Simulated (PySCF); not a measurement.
## Multinuclear NMR of C6H9B

Geometry:
```json
{"atom": "C1", "x (Å)": "-2.004", "y (Å)": "-1.434", "z (Å)": "-0.678"}
{"atom": "C2", "x (Å)": "-1.467", "y (Å)": "-0.227", "z (Å)": "-0.477"}
{"atom": "B3", "x (Å)": "0.018", "y (Å)": "0.012", "z (Å)": "-0.083"}
{"atom": "C4", "x (Å)": "1.021", "y (Å)": "-1.177", "z (Å)": "-0.071"}
{"atom": "C5", "x (Å)": "2.270", "y (Å)": "-1.098", "z (Å)": "0.394"}
{"atom": "C6", "x (Å)": "0.502", "y (Å)": "1.440", "z (Å)": "0.299"}
{"atom": "C7", "x (Å)": "-0.309", "y (Å)": "2.490", "z (Å)": "0.451"}
{"atom": "H8", "x (Å)": "-1.419", "y (Å)": "-2.344", "z (Å)": "-0.585"}
{"atom": "H9", "x (Å)": "-3.050", "y (Å)": "-1.570", "z (Å)": "-0.936"}
{"atom": "H10", "x (Å)": "-2.140", "y (Å)": "0.621", "z (Å)": "-0.590"}
{"atom": "H11", "x (Å)": "0.709", "y (Å)": "-2.152", "z (Å)": "-0.445"}
{"atom": "H12", "x (Å)": "2.942", "y (Å)": "-1.951", "z (Å)": "0.406"}
{"atom": "H13", "x (Å)": "2.675", "y (Å)": "-0.172", "z (Å)": "0.792"}
{"atom": "H14", "x (Å)": "1.561", "y (Å)": "1.624", "z (Å)": "0.471"}
{"atom": "H15", "x (Å)": "-1.382", "y (Å)": "2.411", "z (Å)": "0.305"}
{"atom": "H16", "x (Å)": "0.057", "y (Å)": "3.473", "z (Å)": "0.734"}
```

Level of theory: geometry: PBE0-D3(BJ)/def2-TZVP, NMR shieldings at B97-2/pcSseg-2/GIAO, in PySCF 2.14.0 with density-fitted response routines (single conformer, relativity neglected, averaged over atoms made equivalent by symmetry, fast rotation or ring inversion, isolated molecule).

Question: What are the ¹¹B shifts?

Answer: 
| atoms | environment | σ (ppm) | δ (ppm) |
| --- | --- | --- | --- |
| B3 | boron bonded to 3 C | 52.2 | 47.4 |

Shieldings were converted by a linear fit to measured shifts: ¹¹B: δ = 98.64 − 0.983σ (rms 2.4 ppm, 15 shifts, 9.8 ppm with the 3 outliers that the fit left out vs BF3·OEt2, solution or neat liquid). Occasional misses reach two or three times the rms, and more in compound classes unlike the fitted ones.

On a 600 MHz spectrometer ¹¹B resonates near 192.5 MHz, so 1 ppm is 192.5 Hz.
